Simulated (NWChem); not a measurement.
A series in which one site is exchanged, each optimised at PBE0/def2-SVP with NWChem, gas phase unless a solvent is named. For some, no frequency run checked for a minimum. def2 effective core potentials on I; no spin-orbit coupling.

A: [GeH3][Mg][I] (MgGeH3I; site = Mg)
B: [GeH3][Be][I] (BeGeH3I; site = Be)
C: [GeH3][Zn][I] (ZnGeH$_{3}$I; site = Zn)
D: [GeH3][Se]I (GeH$_{3}$SeI; site = Se)

```json
[
 {"quantity": "dipole (D), PBE0/def2-SVP", "A": "(withheld)", "B": "0.25", "C": "1.74", "D": "1.59"},
 {"quantity": "orbital gap (eV), PBE0/def2-SVP", "A": "(withheld)", "B": "6.70", "C": "6.55", "D": "3.82"},
 {"quantity": "static polarisability, PBE/def2-SVPD (bohr³)", "A": "(withheld)", "B": "93.1", "C": "107.7", "D": "101.3"},
 {"quantity": "lowest singlet excitation, PBE/def2-SVPD, TDA (eV)", "A": "(withheld)", "B": "4.84", "C": "4.71", "D": "2.20"}
]
```

Task: Complete the blanks.

Result: 
- dipole (D), PBE0/def2-SVP, A: 1.10
- orbital gap (eV), PBE0/def2-SVP, A: 6.04
- static polarisability, PBE/def2-SVPD (bohr³), A: 112.9
- lowest singlet excitation, PBE/def2-SVPD, TDA (eV), A: 4.40
